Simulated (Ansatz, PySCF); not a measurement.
Ge(H)2(Me)(NH2) (CH7GeN), SMILES [CH3][GeH2][NH2].

Geometry optimised at PBE0-D3(BJ)/def2-SVP. This is a generated structure with no PubChem entry under its InChIKey; it may be hypothetical. One conformer was computed; it need not be the lowest.

Vertical ionisation energy (IE) and electron affinity (EA) in eV. Rows of orbital energies are one-electron estimates. Where ΔSCF, EOM or ADC give a negative EA the extra electron is unbound and the value depends on the basis.

| level | IE | EA |
|---|---|---|
| −ε(HOMO), −ε(LUMO), CAM-B3LYP/def2-TZVPD (PySCF) | 8.55 | -0.75 |
| −ε(HOMO), −ε(LUMO), PBE/def2-TZVPD (PySCF) | 5.75 | 0.57 |
| ΔSCF, PBE0/def2-SVPD (Ansatz), final states of multiplicity 2 and 2 | 9.32 | -1.50 |
| ΔSCF, PBE/def2-SVPD (Ansatz), final states of multiplicity 2 and 2 | ___ | ___ |

Some entries are withheld; supply them. (An estimate is asked for; the answer gives what the named calculation found.)


- ΔSCF, PBE/def2-SVPD (Ansatz, a quantum-chemistry and plane-wave program), final states of multiplicity 2 and 2, IE: 9.13
- ΔSCF, PBE/def2-SVPD (Ansatz), final states of multiplicity 2 and 2, EA: -1.34

What vertical singlet–triplet gap does ΔSCF give with PBE0/def2-SVPD (Ansatz) and with PBE/def2-SVPD (Ansatz)? (Estimate from the structure and the level; the computed values follow.)

5.75 and 5.53 eV (triplet above singlet where positive).
